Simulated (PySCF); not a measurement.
Compound: ClFH₆OSi₃.
SMILES: `F[Si@@]([SiH3])(Cl)O[SiH3]`

Jobs on this species (12 atoms, 82 electrons) with PySCF (density fitting). Hardware of each: an Arm Neoverse V1 with one thread, shared host. The host was shared with other jobs, so the times are rough.

| level and settings | work | basis functions | SCF cycles | wall time |
| --- | --- | --- | --- | --- |
| LC-wPBE/pcSseg-1 | shieldings | 160 | ? | ? |
| LDA/pcSseg-1 | shieldings | 160 | 14 | 18 s |
| PBE0-D3(BJ)/def2-SVP, grid level 1 | geometry optimisation from a GFN2-xTB start | 130 | 102 | 2.0 min |
| PBE/pcSseg-1 | shieldings | 160 | 15 | 22 s |
| WP04/pcSseg-1 | shieldings | 160 | 14 | 15 s |
| HF/pcSseg-1 | shieldings | 160 | 10 | 9.1 s |
| CAM-B3LYP/pcSseg-1 | shieldings | 160 | 12 | 21 s |
| BP86/pcSseg-1 | shieldings | 160 | 15 | 22 s |
| BLYP/pcSseg-1 | shieldings | 160 | 15 | 22 s |

Fill in the missing figures.

- LC-wPBE/pcSseg-1; shieldings: 28 s, 13 SCF cycles

What do all jobs in the table cost together?

About 4.6 min; the longest takes about 43 % of that, and about 13 times as long as the shortest.
